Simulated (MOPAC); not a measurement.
MOPAC input (AM1):

```
AM1 1SCF UHF MS=0.5 GEO-OK AUX(PRECISION=9) THREADS=1
H2O2Sc

Sc    0.27481400 1   -0.10347900 1    0.27052600 1
O     0.94161400 1    0.30633800 1   -1.41932300 1
H     0.99024000 1    0.56062900 1   -2.33921200 1
O    -1.48255200 1   -0.10265200 1    0.88682500 1
H    -2.43382300 1   -0.01705800 1    0.91815300 1
```

From its output:

```
          Parameters for some elements are missing

           Empirical Formula: H2 O2 Sc  =     5 atoms

 ******************************************************************************
 *                                                                            *
 *     Error and normal termination messages reported in this calculation     *
 *                                                                            *
 * Parameters for some elements are missing                                   *
 * JOB ENDED NORMALLY                                                         *
 *                                                                            *
 ******************************************************************************

 == MOPAC DONE ==
```

The input was rejected before any calculation.

The geometry given is a B3LYP-D3(BJ)/def2-TZVP minimum.
